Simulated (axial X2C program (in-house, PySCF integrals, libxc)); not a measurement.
**Density and ELF of ZrS**

Calculated with an axial X2C code built on PySCF integrals. Spin-free means the one-electron spin-free X2C Hamiltonian. Basis: Zr dyall-cv3z [11s12p9d6f3g], S dyall-av3z [9s8p3d2f] (cores contracted in-house); Gaussian nuclei, density fitting, unrestricted open shells. Masses: Zr 89.905 u, S 31.972 u.

PBE0, scalar-relativistic, state M_S = 1, Λ = 2 (beyond evenly filled blocks: σα, δ+α); Zr at z = 0, S at z = 2.187 Å.

The maps cover the half plane through the axis: z from -2.4 to 4.5 Å along the bond, ρ from 0.15 to 2.25 Å away from it (steps of 0.3 Å, the bottom row nearest the axis).

log10 of the density in e/bohr³:

digits 0 to 9 span -4.50 to 1.60 evenly
```
111222222222222222211000
112223333333333332221100
122233333333333333322110
122333444444444444433211
122334455544455555443221
223344566655555555543321
223345677765566666554322
223446689866566986554322
```

Electron localisation function (collinear form, no current term, damped to 0 at low density):

digits 0 to 9 span 0.00 to 1.00 evenly
```
002355555421111111000000
013455655422233332210000
123344444322355554431000
122222233212467776653100
121101245311578888765310
111002578732688778886420
111125742563682006887520
111137744464661881887631
```

Axial spin density in 10⁻³ e/bohr³:

digits 0 to 9 span -6.06 to 6.06 evenly, values beyond are clipped
```
555556666665555554444455
555566788766555544444445
555668999986655444444444
555679999997654444444444
555679999998653333444444
555668999998642002344444
555568999999641111344444
555569999599844042244444
```

The state is one determinant whose occupation by symmetry is held fixed; it was picked as the lowest of a PBE0 search that is not exhaustive. PBE0 can misorder states that lie within some tenths of an eV, so this need not be the ground state of the molecule. The nearest other spin-free determinant of the search, M_S = 0, Λ = 0, lies 0.33 eV up at the distance of the search. Without a current term, density functionals place determinants with orbital angular momentum somewhat too high. The determinant is spin-polarised beyond a pure state at some levels (its spin-free form has ⟨S²⟩ too high), which makes Re and μ there less reliable.
